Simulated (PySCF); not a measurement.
From computed data to an observable: chemical shift, span and skew from a shielding tensor

H8N3Si3, SMILES [SiH]1N[SiH2]N[SiH2]N1 (connectivity only; charge and spin as stated), charge +1, multiplicity 1. Atoms are numbered in the order given.

```xyz
14

N      0.0234     0.8969    -1.4287
Si    -0.0747     1.7344     0.0000
N      0.0234     0.8969     1.4287
Si     0.1264    -0.9124     1.5503
N     -0.4273    -1.4513     0.0000
Si     0.1264    -0.9124    -1.5503
H      0.0554     1.4331    -2.2978
H     -0.2034     3.1995     0.0000
H      0.0554     1.4331     2.2978
H     -0.7867    -1.3549     2.6251
H      1.5490    -1.2268     1.8136
H     -1.2610    -2.0360     0.0000
H     -0.7867    -1.3549    -2.6251
H      1.5490    -1.2268    -1.8136
```
Charge +1, spin multiplicity 1.

The structure is a stationary point at ωB97X-D3(BJ)/def2-SVP. The multiplicity is an assumed one; other spin states were not compared. The isomer is the one that the SMILES or the coordinates give; other isomers of the formula were not compared.

GIAO shieldings from PySCF with PBE/pcSseg-1, non-relativistic, no solvent. The symmetric part of the tensor of Si2 has the principal values 186.2, 288.3, 306.2 ppm. The same nucleus in TMS has σ = 335.4 ppm at this level (PySCF, at its B3LYP-D3(BJ)/def2-TZVP geometry).

Task: Work out the isotropic shielding, the ²⁹Si shift against TMS, the span and the skew.

Result: 
σ(iso) = (σ11 + σ22 + σ33)/3 = 260.2 ppm. δ = σ(ref) − σ(iso) = 335.4 − (260.2) = 75.2 ppm.
Span Ω = σ33 − σ11 = 120.0 ppm. Skew κ = 3(σ(iso) − σ22)/Ω = -0.70. Tumbling in solution averages the tensor to δ; in a static solid the shielding alone would spread this spin-1/2 line over Ω.
